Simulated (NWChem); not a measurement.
System: C4H4; SMILES C#CC=C

```xyz
8

C      0.1733    -1.9186     0.0000
C     -0.1079    -0.7409     0.0000
C     -0.4872     0.6323     0.0000
C      0.3772     1.6582     0.0000
H      0.4417    -2.9503     0.0000
H     -1.5582     0.8341     0.0000
H      1.4515     1.5006     0.0000
H      0.0232     2.6845     0.0000
```
Atoms are numbered in this order, from 1.

Program: NWChem. Pople sets run with spherical d functions. All runs use the structure optimised with B3LYP/6-31G* (spherical d). Level: B3LYP/6-31G* with SMD (1 M gas to 1 M solution), gas-phase geometry.

For solvent water:

| Quantity | Value |
|---|---|
| solvation free energy (kcal/mol) | 0.3 |
| cavity-dispersion-structure term (kcal/mol) | 4.6 |
| dipole in solution (D) | 0.58 |

Question: What are these values for solvent n-hexane?

Answer: 
* **solvation free energy (kcal/mol)**: -2.7
* **cavity-dispersion-structure term (kcal/mol)**: -0.8
* **dipole in solution (D)**: 0.43
